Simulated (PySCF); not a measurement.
**Adding and removing an electron: RbH**

MN15; PySCF, scalar-relativistic core potentials, basis sets Rb def2-SVP with ECP28, H def2-SVP. Neutral (UKS): singlet (closed shell), Re = 2.431 Å, ωe = 910 cm⁻¹, De = 1.73 eV, HOMO -4.68 eV, LUMO -0.35 eV.

RbH⁺ (UKS): doublet (σ ↑), Re = 3.723 Å, ωe = 114 cm⁻¹, De = 0.04 eV to Rb⁺ + H. The energies at the minima are -24.60375 hartree for RbH and -24.39024 for RbH⁺.

**Question.** Work out the adiabatic ionisation energy, without and with harmonic zero-point energies (1 hartree = 27.2114 eV, 1 eV = 8065.5 cm⁻¹), and the change of the bond length.

**Answer.** At MN15: 0.21351 hartree = 5.810 eV between the minima; the zero-point term (114.0 − 910.0)/2 cm⁻¹ = -0.049 eV makes it 5.761 eV. Re changes by +129.2 pm against the neutral. Minus the HOMO energy is 4.68 eV, -1.13 eV from the value between the minima; self-interaction puts the Kohn–Sham level too high, less so with exact exchange. The electron leaves a σ orbital, and the ion is left as a loose complex of an ion and an atom.

Weak bonds: RbH⁺. Basis-set superposition, not corrected here, can be much of De in a small basis, most of all at correlated wavefunction levels. Spin–orbit coupling is left out. For an ion De counts to the pair picked by the measured ionisation energies or electron affinities, which need not be the lowest pair at this level. States were picked by a PBE0 search and need not be the measured ground states.
